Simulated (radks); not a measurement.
The numbers below are computed, except where a source is named.
Task: Spherical quantum dot in the effective-mass picture: electrons in a parabolic well V = omega^2 r^2 / 2 with omega = 0.128, all in effective atomic units (hartree* = m*/eps^2 hartree, bohr* = eps/m* bohr), one dielectric constant everywhere. Level of theory: non-relativistic Kohn-Sham, LDA (Slater exchange, Perdew-Wang correlation), spin-polarised, spherical densities (a radial shooting solver with Libxc functionals). Levels are named by radial order and angular momentum (1s, 1p, 1d, 2s, ...), and open shells are averaged over m. Results are scaled to m* = 0.185 and eps = 6.7, for which hartree* = 112.1 meV and bohr* = 1.916 nm. At N = 1 the configuration is 1s(up 1, down 0). Does electron 2 go into 1s down or 1p up?

Result: Into 1s down. The total energies of the other choices lie higher by 8.01 meV (1p up).
